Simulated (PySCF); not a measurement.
An unknown shows these calculated signals:

¹H NMR (400 MHz, computed): δ 7.55 (m, 1H), 7.38 (d, 1H), 7.16 (d, 1H), 6.95 (s, 1H), 4.31 (br s, 1H), 2.77 (s, 1H).

¹³C{¹H} NMR (computed): δ 163.5 (C), 135.6 (CH), 131.1 (CH), 127.8 (C), 122.8 (CH), 120.7 (CH), 88.9 (C), 87.2 (CH).

How the numbers were obtained: shieldings: GIAO PBE0/pcSseg-1, structure optimised with GFN2-xTB, in PySCF 2.14.0 with density-fitted response routines (non-relativistic Hamiltonian, one computed conformer, in vacuum).

Chemical shifts δ = σref − σ; TMS for ¹H and ¹³C, all at this level.

Which of these does the molecule contain: an OH group, a benzene ring, a C≡C triple bond, a carboxylic acid, a three-membered ring, an ester?

Answers


- An OH group: yes (δH 4.31 (br s)).
- A benzene ring: yes.
- A C≡C triple bond: yes (δC 87.2, 88.9; δH 2.77 (s)).
- A carboxylic acid: no.
- A three-membered ring: no.
- An ester: no.

The data belong to `C1=C(C#C)C=C(O)C=C1`, C$_{8}$H$_{6}$O; they needn't prove each group on their own.

Carbon signals by region: 1 in the far downfield region (above 160 ppm), 5 in the sp2 and nitrile region (100–160 ppm), 2 at 50–100 ppm. Above 160 ppm: 163.5, aromatic carbon bearing oxygen.

OH/NH shifts are gas-phase values; hydrogen bonding in solution moves them, usually downfield. Shifts are as computed. Against solution values, carbons near 30 ppm lie about +3 ppm off and those near 130 ppm about +5 ppm. Of 1211 compounds with measured shifts, 218 miss one by over three times the rms of a fit or turn the order of signals round; such compounds aren't used in these exercises. No couplings were computed; multiplicities are counted from neighbouring protons, with m where these are inequivalent, close in shift, in a saturated or five-membered ring or joined by F or P, and br s for small geminal =CH2 splittings.
